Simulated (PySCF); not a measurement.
Compound: Me3Si(SeBu), C7H18SeSi.
Atom-mapped SMILES: `[CH3:1][CH2:2][CH2:3][CH2:4][Se:5][Si:6]([CH3:7])([CH3:8])[CH3:9]` (hydrogens: H10, H11, H12 on C1; H13, H14 on C2; H15, H16 on C3; H17, H18 on C4; H19, H20, H21 on C7; H22, H23, H24 on C8; H25, H26, H27 on C9)

Theory: PBE0-D3(BJ)/def2-SVP geometry optimisation, gas phase in PySCF 2.14.0.

(1) Give the optimised bond lengths and angles.

Results:

(1) 
| bond | length (Å) |
| --- | --- |
| C1–C2 | 1.522 |
| C2–C3 | 1.528 |
| C3–C4 | 1.518 |
| C4–Se5 | 1.965 |
| Se5–Si6 | 2.298 |
| Si6–C7, Si6–C8, Si6–C9 | 1.880 |
| C1–H10, C1–H11, C1–H12 | 1.101 |
| C2–H13, C2–H14 | 1.104 |
| C3–H15, C3–H16 | 1.103 |
| C4–H17, C4–H18 | 1.100 |
| C7–H19 and 8 like bonds | 1.101 |

Bonds in one row agree within 0.01 Å and their mean is given. A selection of angles:
| angle | degrees |
| --- | --- |
| C2–C1–H10 | 112.1 |
| H10–C1–H11 | 107.2 |
| C1–C2–C3 | 114.4 |
| C1–C2–H13 | 109.2 |
| C3–C2–H13 | 108.4 |
| C3–C2–H14 | 109.2 |
| H13–C2–H14 | 105.7 |
| C2–C3–C4 | 113.6 |
| C2–C3–H15 | 109.2 |
| C4–C3–H15 | 109.5 |
| H15–C3–H16 | 105.7 |
| C3–C4–Se5 | 114.6 |
| C3–C4–H17 | 110.7 |
| Se5–C4–H17 | 104.2 |
| Se5–C4–H18 | 107.6 |
| H17–C4–H18 | 107.0 |
| C4–Se5–Si6 | 99.6 |
| Se5–Si6–C7 | 105.0 |
| Se5–Si6–C8 | 111.3 |
| Se5–Si6–C9 | 109.9 |
| C7–Si6–C8 | 109.4 |
| C7–Si6–C9 | 110.9 |
| Si6–C7–H19 | 111.0 |
| H19–C7–H20 | 108.5 |
| H19–C7–H21 | 108.0 |
| Si6–C8–H24 | 110.3 |

Dihedral angles: C1–C2–C3–C4 -66° (synclinal); C2–C3–C4–Se5 -177° (antiperiplanar); C3–C4–Se5–Si6 -73° (synclinal); C4–Se5–Si6–C7 -154° (antiperiplanar). The mirror-image conformer, all signs reversed, is as good.

All 3 C–Si bonds measure 1.879 to 1.881 Å. Of the pairs four or more bonds apart, H10···H18 is among the closest relative to their van der Waals radii: 2.31 Å, 96 % of the sum of Bondi's values. Si6 (four-coordinate silicon) is distorted tetrahedral (angles from 105.0° to 111.3°).

Point group: C1 (no symmetry element, even within 0.4 Å). No frequency check. One conformer, not necessarily the lowest.
